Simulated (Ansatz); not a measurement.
Two isomers of CH5NOSSi: A = `O[SiH]1NCS1`, B = `OC(=S)N[SiH3]`.

Isolated molecules relaxed with PBE0-D4/def2-TZVP in Ansatz; ΔE leaves out vibrations. CCSD(T)/CBS adds triple-zeta CCSD(T) − MP2 to the extrapolated MP2 energy (def2 sets, frozen cores). DFT in def2-TZVPP. B3LYP here is the variant with VWN-RPA as its local correlation; programs differ in this. Each species was taken in one conformer, which may not be the lowest.

(1) Which isomer does CCSD(T)/CBS put lower? Give the gap. (Estimate.)

(2) Give E(B) − E(A) in kcal/mol with B2PLYP, B3LYP-D4, PBE-D4, PBE0-D4, CCSD(T)/def2-TZVPP, r2SCAN-D4, MP2/def2-TZVPP. (An estimate is asked.)

Largest T1 diagnostic: 0.015.

Answers

(1) Ansatz gave: A, by 39.5 kcal/mol.

(2) The calculation gave: B2PLYP 35.3, B3LYP-D4 33.2, PBE-D4 33.0, PBE0-D4 36.7, CCSD(T)/def2-TZVPP 37.4, r2SCAN-D4 34.4, MP2/def2-TZVPP 39.8. None reverses the order clearly.

From PBE to PBE0 (25 % exact exchange), in def2-TZVPP and without D4, E(B) − E(A) moves by +3.8 kcal/mol. In def2-TZVPP, CCSD(T) changes the Hartree–Fock value by +2.6 kcal/mol (the triples alone add −1.1 kcal/mol) and MP2 by +4.9 kcal/mol.
